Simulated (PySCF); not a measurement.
Species: SiH(NHEt)3, C6H19N3Si.
Cartesian coordinates in Å at the PBE0-D3(BJ)/def2-SVP level; atoms count from 1:
```xyz
29
C6H19N3Si angstrom
Si    -0.0110    0.0105   -0.2669
H     -0.0250    0.0029    1.2380
N      1.6235   -0.0188   -0.8209
C      2.7419    0.6462   -0.1976
C      3.6526   -0.2866    0.5879
H      1.8698   -0.7248   -1.5054
H      3.3415    1.1946   -0.9498
H      2.3464    1.4247    0.4778
H      3.0924   -0.7901    1.3911
H      4.4970    0.2574    1.0407
H      4.0714   -1.0682   -0.0671
N     -0.7939    1.4356   -0.8494
C     -1.9521    2.0626   -0.2601
C     -1.6284    3.2877    0.5832
H     -0.2695    2.0186   -1.4918
H     -2.6867    2.3395   -1.0409
H     -2.4672    1.3134    0.3661
H     -0.9570    3.0201    1.4140
H     -2.5392    3.7424    1.0046
H     -1.1200    4.0560   -0.0222
N     -0.8429   -1.3781   -0.8670
C     -0.8054   -2.6995   -0.2886
C     -2.0318   -3.0442    0.5443
H     -1.5945   -1.2179   -1.5280
H     -0.6697   -3.4661   -1.0758
H      0.0978   -2.7728    0.3421
H     -2.1469   -2.3334    1.3773
H     -1.9652   -4.0615    0.9622
H     -2.9475   -2.9927   -0.0673
```

Method: delta-SCF UKS SCAN, pcX-2 on the ionised atom, pcseg-1 elsewhere, spin-free X2C in PySCF. The ground state was rerun for each ionised atom, in the same mixed basis as its hole state.

```
ionised atom  basis functions  E(ground) (Eh)  E(ionised) (Eh)
          C4              270      -694.39616       -683.69402
          C5              270      -694.39489       -683.72591
          N3              270      -694.40807       -679.57195
         Si1              281      -694.46156       -626.60724
```

**Question.** What are the 1s binding energies?

**Answer.** E(ionised) − E(ground), at 27.2114 eV a hartree:

```tsv
atom	environment	difference (Eh)	binding energy (eV)
C4	carbon bonded to C, N and 2 H	10.70214	291.22
C5	carbon bonded to C and 3 H	10.66898	290.32
N3	nitrogen bonded to C, Si and H	14.83612	403.71
Si1	silicon bonded to 3 N and H	67.85432	1846.41
```

**Question.** How much do the ground-state energies differ, and what would follow from using one of them for all holes?

**Answer.** They run from -694.4616 Eh (core basis on Si1) to -694.3949 Eh (on C5), 0.0667 Eh or 1.81 eV apart, though the state is the same; only basis and grid differ. Pairing the ion of C5 with the ground state of Si1 would put its binding energy 1.81 eV too high.

Only 1s holes are shown. Topologically equivalent atoms share the value of their first member; where this conformer doesn't relate them by symmetry, their own values could differ. The structure is a single PBE0-D3(BJ)/def2-SVP conformer in the gas phase; no vibrational or solvent corrections.
